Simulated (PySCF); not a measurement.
C2H7BrSi. Atoms are numbered in the order given.

```xyz
11

Si     0.9135    -0.4292     0.0000
C      1.6692     0.2837     1.5533
C      1.6692     0.2837    -1.5533
Br    -1.2801     0.0553     0.0000
H      1.0115    -1.9186     0.0000
H      2.7442     0.0446     1.5970
H      1.1859    -0.1291     2.4511
H      1.5555     1.3782     1.5725
H      1.1859    -0.1291    -2.4511
H      2.7442     0.0446    -1.5970
H      1.5555     1.3782    -1.5725
```

Geometry: PBE0-D3(BJ)/def2-SVP.

Level of theory: PBE/def2-TZVP (PySCF).

ESP charges are fitted to the potential on shells at 1.4 to 2.0 van der Waals radii. Atomic charges (e):

```tsv
atom	IAO	Mulliken	ESP fit
Si1	0.89	0.34	0.57
C2	-0.74	-0.45	-0.65
C3	-0.74	-0.45	-0.65
Br4	-0.29	-0.25	-0.22
H5	-0.12	-0.02	-0.11
H6	0.16	0.13	0.19
H7	0.17	0.14	0.16
H8	0.17	0.14	0.18
H9	0.17	0.14	0.16
H10	0.16	0.13	0.19
H11	0.17	0.14	0.18
```

Computed Mayer and Wiberg (Löwdin basis) orders of the bonds:
```json
[
 {"bond": "Si1–C2", "Mayer": "1.01", "Wiberg": "1.24"},
 {"bond": "Si1–C3", "Mayer": "1.01", "Wiberg": "1.24"},
 {"bond": "Si1–Br4", "Mayer": "1.11", "Wiberg": "1.70"},
 {"bond": "Si1–H5", "Mayer": "0.94", "Wiberg": "0.89"},
 {"bond": "C2–H6", "Mayer": "0.94", "Wiberg": "0.89"},
 {"bond": "C2–H7", "Mayer": "0.95", "Wiberg": "0.90"},
 {"bond": "C2–H8", "Mayer": "0.94", "Wiberg": "0.90"},
 {"bond": "C3–H9", "Mayer": "0.95", "Wiberg": "0.90"},
 {"bond": "C3–H10", "Mayer": "0.94", "Wiberg": "0.89"},
 {"bond": "C3–H11", "Mayer": "0.94", "Wiberg": "0.90"}
]
```
